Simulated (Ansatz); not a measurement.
Coupled-cluster run, BClH4SeSi, SMILES `B[Se][SiH2]Cl`.

```yaml
crystal:
  periodic: [false, false, false]
  atoms:
    - {symbol: B, position_ang: [-0.674979, 1.634373, -0.347874]}
    - {symbol: Se, position_ang: [1.106416, 0.940197, -0.420383]}
    - {symbol: Si, position_ang: [0.631509, -1.158270, 0.334932]}
    - {symbol: Cl, position_ang: [-0.017303, -2.368366, -1.187765]}
    - {symbol: H, position_ang: [-0.815720, 2.763471, -0.698328]}
    - {symbol: H, position_ang: [-1.578804, 0.960325, 0.035842]}
    - {symbol: H, position_ang: [1.879341, -1.740956, 0.875579]}
    - {symbol: H, position_ang: [-0.438260, -1.087875, 1.352095]}
basis:
  gaussian: {orbitals: def2-TZVPP}
correlation: {method: ccsd_t}
```

```sh
$ ansatz run in.yaml --threads 4 --pin off --events-out ev --progress --plain --max-ram 10444MiB
```

Log, shortened:

```
Functional definition: HF
1318 factors; integrals over basis functions are off by at most 1.0e-3 eV
mean field evaluation 1: about -86405.4780 eV, gradient 1.8e1 eV
mean field evaluation 2: about -86405.7308 eV, gradient 1.9e1 eV
mean field evaluation 4: about -86407.2270 eV, gradient 2.9e0 eV
mean field evaluation 8: about -86407.2657 eV, gradient 1.7e-1 eV
mean field -86407.26601474 eV, -3175.4084570932 hartree, gradient 3.3e-6 eV, S^2 0.000000; 0 other end points of the search recorded, 0 dependent functions left out
20 core orbitals not correlated: weight in the atoms' cores, before any rotation towards them, 1.000 or more for the frozen orbitals, at most 0.000 for the correlated occupied ones
reference -86407.26601474 eV, -3175.4084570932 hartree; 17, 17 occupied and 182, 182 virtual orbitals, 1318 factors
second order -18.66319243 eV of doubles, -0.00000000 eV of singles
cycle   1  -19.34031215 eV  change   -6.8e-1 eV  update   9.7e-2
cycle   2  -19.86623236 eV  change   -5.3e-1 eV  update   2.8e-2
cycle   3  -19.94603866 eV  change   -8.0e-2 eV  update   1.6e-2
cycle   4  -19.92943729 eV  change    1.7e-2 eV  update   5.5e-3
cycle   5  -19.92987450 eV  change   -4.4e-4 eV  update   2.8e-3
cycle   6  -19.93022194 eV  change   -3.5e-4 eV  update   8.4e-4
cycle   7  -19.93010091 eV  change    1.2e-4 eV  update   2.9e-4
cycle   8  -19.93026247 eV  change   -1.6e-4 eV  update   9.6e-5
cycle   9  -19.93030468 eV  change   -4.2e-5 eV  update   3.4e-5
perturbative correction -0.80963236 eV, -0.0297534403 hartree
Total energy: -86428.00595177 eV, -3176.1706357211 hartree
```

It took 98 s on 4 threads of an Arm Neoverse V1 on a shared host, with 3.1 GiB of host memory at the peak.

Correlation energy per correlated electron: -0.610 eV. T1 diagnostic: 0.0119.
